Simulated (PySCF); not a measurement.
# Gold: a sound run and one with changed settings

Sound run: Au [Xe] 4f14 5d10 6s1, Au⁺ [Xe] 4f14 5d10. All numbers are calculated (PySCF 2.14, scalar relativity through the core potential, in def2-TZVP with the def2 core potential (60 electrons)). In the sound run the correlated levels freeze 5s2 5p6 outside the core potential. The sound run starts from symmetry-adapted Hartree-Fock orbitals and uses a fine grid where one is needed.

Changed run: initial guess 1e, at most 50 SCF cycles.

| species | method | sound run (hartree) | changed run (hartree) | converged |
| --- | --- | --- | --- | --- |
| Au | UHF | -134.78982 | -134.78982 | yes |
| Au | M06-2X | -135.60258 | -135.60258 | yes |
| Au | CCSD(T) | -135.05902 | -135.05902 | yes |
| Au⁺ | TPSS | -135.33052 | -135.33052 | yes |
| Au⁺ | MP2 | -134.74266 | -134.74267 | yes |

Here the plain start reaches the same solutions.
